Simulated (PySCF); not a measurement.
Löwdin shares of the frontier orbitals

C6H3F3.
Z-matrix (Å and degrees, PBE0-D3(BJ)/def2-SVP geometry), rows numbered from 1:
```
F 
C   1  1.3255
C   2  1.3890  1  120.71
C   3  1.3935  2  119.23  1  -179.98
C   4  1.3935  3  120.74  2     0.06
C   5  1.3890  4  119.21  3    -0.07
F   6  1.3254  5  120.69  4   179.99
C   2  1.3947  1  118.36  3  -179.99
F   8  1.3223  2  120.53  1    -0.15
H   3  1.0910  2  118.70  1     0.03
H   4  1.0915  3  119.63  2  -179.96
H   5  1.0910  4  122.08  3   179.95
```

Method used: TDDFT CAM-B3LYP/def2-SVPD, vertical, gas phase, core orbitals frozen in the response (PySCF 2.14.0, density-fitted response routines).

Frontier orbitals with the atoms that hold most of them (Löwdin shares over 4%, at most four atoms; ? is withheld):

```csv
orbital,ε (eV),atoms
LUMO+2,1.09,"C8 24%, C2 15%, C6 15%, F9 12%"
LUMO+1,0.36,"C6 19%, C2 19%, C3 17%, C5 16%"
LUMO,0.33,"C4 25%, C8 18%, C5 12%, C3 12%"
HOMO,-8.93,?
HOMO-1,-8.97,"C5 20%, C3 20%, C2 16%, C6 16%"
HOMO-2,-12.18,"C4 18%, C3 15%, C5 15%, C2 9%"
HOMO-3,-12.44,"F9 20%, C8 13%, F1 10%, F7 10%"
```

(1) Which atoms hold the HOMO, and with what shares?

(2) How does S1 compare with the orbital gap of 9.26 eV?

Answers

(1) C8 (bonded to 2 C and F) 23%; C4 (bonded to 2 C and H) 21%; F9 (bonded to C) 12%; C6 (bonded to 2 C and F) 10%. By element: carbon 54% or more, fluorine 12% or more.

(2) S1 is at 5.45 eV (f = 0.0000), 3.81 eV below the gap, made of HOMO→LUMO+1 (50%), HOMO-1→LUMO (50%). Without the coupling terms of the response equations the lowest excitation would equal the gap.

Next come S2 at 6.19 eV (f 0.0002), HOMO→LUMO (51%), HOMO-1→LUMO+1 (48%); S3 at 6.66 eV (f 0.0061), HOMO→LUMO+2 (93%); S4 at 6.84 eV (f 0.0000), HOMO-1→LUMO+2 (94%); S5 at 7.09 eV (f 0.574), HOMO-1→LUMO+1 (50%), HOMO→LUMO (47%).

Löwdin shares depend on the basis, the more so with diffuse functions.

Hardware: one thread of an x86-64 server, no GPU, on a shared host. Cost: 96 s wall, 85 s CPU.
